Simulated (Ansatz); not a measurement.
Mulliken charges of `O[C](F)(Cl)[ZnH]` from ωB97M-V/def2-TZVPP in Ansatz (PBE0-D4/def2-TZVP geometry).

```
atom   x (Å)   y (Å)   z (Å)  charge (e)
  O1   0.366   0.123   1.400      -0.279
  C2   0.111  -0.322   0.151       0.304
  F3   0.969  -1.347  -0.155      -0.195
 Cl4  -1.567  -1.115   0.098      -0.178
 Zn5  -0.022   1.099  -1.223       0.240
  H6   0.314  -0.615   2.027       0.186
  H7  -0.172   2.177  -2.299      -0.079
```

By hand: the dipole of these point charges (1 e Å = 4.8032 D).

Σ q r = (0.088, 0.306, -0.067) e Å, of length 0.325 e Å = 1.56 D.

How does the dipole of the full density compare? (Estimate.)

The calculation gave: (0.133, 0.172, 0.081) e Å, 1.11 D; the point charges give 1.41 times that, at 39° from its direction.

Point charges leave out the atoms' own dipoles, such as those of lone pairs, and Mulliken's split depends on the basis, so the two needn't agree.
